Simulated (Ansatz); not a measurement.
`CB(S)C(N)F`, relaxed with RKS PBE0-D4/def2-TZVP in Ansatz from a PBE-D4/def2-SVP geometry. The force threshold is 0.005 eV/Å; the program also tests the step.

The species carries charge 0 and has multiplicity 1.

Start:

```xyz
13

C    -0.919    0.672   -1.634
B    -0.130    0.624   -0.280
S     0.658    2.089    0.393
C    -0.076   -0.735    0.576
N     1.030   -0.840    1.467
F    -0.161   -1.844   -0.325
H    -0.905    1.646   -2.160
H    -1.979    0.389   -1.443
H    -0.534   -0.120   -2.313
H     1.129    1.441    1.507
H    -1.013   -0.784    1.186
H     0.979   -1.673    2.065
H     1.923   -0.865    0.960
```

```csv
step,energy (eV),largest force (eV/Å),largest move (Å)
1,-17899.6361,0.612,0.000
2,-17899.6827,0.222,0.043
3,-17899.6900,0.045,0.026
4,-17899.6905,0.045,0.035
5,-17899.6911,0.059,0.056
6,-17899.6919,0.023,0.011
7,-17899.6921,0.012,0.013
8,-17899.6922,0.015,0.018
9,-17899.6923,0.011,0.010
10,-17899.6923,0.010,0.008
11,-17899.6923,0.004,0.008
12 (rejected),-17899.6923,0.006,0.006
13,-17899.6923,0.002,0.003
```

End:

```xyz
13

C    -0.891    0.655   -1.625
B    -0.144    0.620   -0.259
S     0.619    2.095    0.388
C    -0.099   -0.719    0.605
N     1.046   -0.882    1.416
F    -0.299   -1.831   -0.256
H    -0.933    1.636   -2.099
H    -1.913    0.277   -1.504
H    -0.409   -0.049   -2.312
H     1.110    1.531    1.509
H    -0.982   -0.720    1.261
H     0.996   -1.705    2.001
H     1.901   -0.906    0.877
```

It took 38 s on 2 threads of an AMD EPYC 7R13 on a shared host and a share of an NVIDIA H100 80 GB, with 0.9 GiB of host memory at the peak.
